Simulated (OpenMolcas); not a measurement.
## Ta: effect of the IPEA shift

- Program: OpenMolcas 26.06
- Basis: ANO-RCC-VTZP [8s7p5d3f2g1h]
- Scalar Hamiltonian: DKH2, point nucleus
- Active space: 5 electrons in 9 orbitals (RAS2 5d 6s; RAS3 6p, at most 2 electrons)
- State averaging: 2S+1 = 4 even, 50 roots; 2S+1 = 6 even, 6 roots kept (CI in the orbitals of an earlier block, 5 in the spin-orbit step); 2S+1 = 2 even, 84 roots kept (CI in the orbitals of an earlier block, 50 in the spin-orbit step); 2S+1 = 4 odd, 89 roots (49 in the spin-orbit step); 2S+1 = 6 odd, 30 roots kept (CI in the orbitals of an earlier block, 29 in the spin-orbit step); 2S+1 = 2 odd, 62 roots kept (CI in the orbitals of an earlier block, 25 in the spin-orbit step)
- Spin-orbit coupling: RASSI with atomic mean-field integrals over the reference wave functions, term energies averaged over their components

Methods on the same reference wave functions:
A. RASSCF
B. MS-RASPT2, IPEA 0 Eh, imaginary shift 0.1 Eh (closed shells correlated: 5s 5p)
C. MS-RASPT2, IPEA 0.25 Eh, imaginary shift 0.1 Eh (closed shells correlated: 5s 5p)

Energies in eV above 5d3 6s2 4F 3/2, the measured ground level; measured values from NIST Handbook of Basic Atomic Spectroscopic Data.

```csv
Level,A,B,C,Measured
5d3 6s2 4F 3/2,0.0000,0.0000,0.0000,0.0000
5d3 6s2 4F 5/2,0.2302,0.2468,0.2394,0.2492
5d3 6s2 4F 7/2,0.4679,0.486,0.477,0.4915
5d3 6s2 4F 9/2,0.6786,0.683,0.681,0.6969
5d3 6s2 4P 1/2 [70 %],0.7762,0.672,0.707,0.7500
5d3 6s2 4P 3/2 [65 %],0.8330,0.689,0.739,0.7524
5d4 6s 6D 1/2 [73 %],1.1352,1.104,1.111,
5d4 6s 6D 3/2 [72 %],1.1616,1.148,1.150,
5d3 6s2 4P 5/2 [64 %],1.1804,1.076,1.118,1.1473
5d4 6s 6D 5/2 [65 %],1.3111,1.310,1.299,
5d3 6s2 2G 7/2,1.3481,1.213,1.271,
5d4 6s 6D 7/2,1.4095,1.438,1.419,
5d3 6s2 2G 9/2 [51 %],1.4846,1.387,1.414,
5d4 6s 6D 9/2,1.5748,1.587,1.575,
5d3 6s2 2P 1/2,1.6440,1.400,1.472,
5d3 6s 6p 6G* 3/2,1.7418,2.304,2.344,
5d3 6s2 2D 5/2(1),1.7559,1.552,1.653,
5d3 6s 6p 6G* 5/2 [62 %],1.8853,2.432,2.486,
5d3 6s 6p 6G* 7/2 [74 %],2.0828,2.649,2.690,
5d3 6s 6p 4D* 1/2 [72 %],2.0875,2.348,2.498,
5d3 6s2 2H 9/2 [64 %],2.1107,2.004,2.019,
5d3 6s2 2H 11/2,2.1152,2.019,2.013,
5d3 6s2 2P 3/2 [60 %],2.1590,1.920,2.000,
5d3 6s 6p 4D* 3/2 [66 %],2.2245,2.498,2.640,
```

Deviations, from unrounded energies. A percentage is the sum of absolute deviations over the sum of measured energies, with the sign that they share, or ± where signs differ.

| Against measurement | Levels | A | B | C |
| --- | --- | --- | --- | --- |
| mean absolute deviation (cm-1) | 6 | 270 | 320 | 170 |
| fine structure of the ground term (%) | 3 | -4.2 | -1.5 | -2.8 |
| other terms of the ground configuration (%) | 3 | +5.3 | -8.0 | -3.2 |

C lies closest to measurement on these levels and B furthest from it. The largest miss of C in the table is 5d3 6s2 4P 1/2 [70 %], by -340 cm-1. The ranking rests on the paired levels alone, and a cruder setting can come out closer through cancelling errors.

Between B and C the level of the table that moves most is 5d3 6s 6p 4D* 1/2 [72 %], by 1200 cm-1 (lowest in B, highest in C). Moves below CASPT2's spread within the term are not significant.

The mean deviations of B to C differ by less than CASPT2's widest spread within a term (1300 cm-1), so their order carries little weight.

From A to B the spin-free energies of the other terms of 5d3 6s2 shown, above 4F, scale by factors of 0.76 to 0.92, as is usual when dynamic correlation screens the repulsion within a d or f shell.

The lowest spin-free term lies below A's lowest term by 0.313 hartree in B, 0.302 hartree in C.

Term energies are means over components that CASPT2 splits; among the terms shown or strongly mixed into the levels shown the widest spread is 1300 cm-1 (5d3 6s2 4F, B). Some high roots are left out of the spin-orbit mixing, which shifts the levels that they would mix with. Terms from blocks run as CI alone lack orbitals of their own. Configurations are named by rounded mean occupations; where the s occupation lies near a half they are strongly mixed, a name can repeat and a true partner stay unpaired. A single d shell beside an s shell can misplace configurations of different d count against each other. Without dynamic correlation excited terms often stand tens of per cent too high (terms of higher spin than the ground term too low), and those without a measured partner can miss by more than the paired ones (holds for A). Computed and measured levels are paired by configuration, term and J; levels that our copy of the source lacks, or whose pairing is in doubt (as where it misses far off the trend of its configuration), stay unpaired and out of the deviations. Levels of configurations outside the active space are missing. The table leaves out levels that lie high or whose names do not pair safely across all columns.

A share in square brackets marks a mixed level and gives the weight of the term that names it, the lowest over the columns. A number in round brackets counts repeated terms of one configuration in the order of the reference energies. * marks odd parity.
